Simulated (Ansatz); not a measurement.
Harmonic frequencies (cm⁻¹) at PBE0-D4/def2-TZVP from Ansatz: 32, 238, 244, 392, 427, 512, 594, 606, 675, 803, 812, 1166, 1210, 1226, 1284, 1440, 1898, 3780.

Each molecule was computed in one conformer, which needn't be the lowest.

**Question.** Which molecule is it?
A. `O=COC(F)(F)F`
B. `C#CNC`
C. `N#CCC(F)(F)F`
D. `O=C(O)C(F)(F)F`

**Answer.** D.
